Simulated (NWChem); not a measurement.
Species: C3H7O, doublet; SMILES [CH](CO)C

```xyz
11

C     -0.0408    -1.9027    -0.1224
C      0.4522    -0.5187     0.0819
C     -0.4646     0.6498     0.1403
O      0.1804     1.8768    -0.0792
H     -0.8676    -1.9396    -0.8517
H      0.7567    -2.5752    -0.4742
H     -0.4330    -2.3493     0.8150
H      1.4624    -0.3594     0.4775
H     -1.3145     0.4907    -0.5604
H     -0.9291     0.7313     1.1454
H      0.6605     1.7990    -0.9107
```
Atoms are numbered in this order, from 1.

Computed with NWChem. Pople sets run with spherical d functions. Spin-unrestricted. Coordinates come from a PBE0/def2-SVP, spin-unrestricted optimisation. No stability test was run on the SCF state. Level: M05-2X/6-31G* with SMD (1 M gas to 1 M solution), gas-phase geometry. Reactions with the solvent are ignored.

For solvent tetrahydrofuran:

```
Property                                     Value
-------------------------------------------  -----
solvation free energy (kcal/mol)              -4.3
cavity-dispersion-structure term (kcal/mol)   -1.4
dipole in solution (D)                        2.04
```

**Question.** How do the values read with solvent ethanol instead?

**Answer.** The solvation free energy (kcal/mol) is -6.3, the cavity-dispersion-structure term (kcal/mol) comes out as 0.2 and the dipole in solution (D) is 2.24.
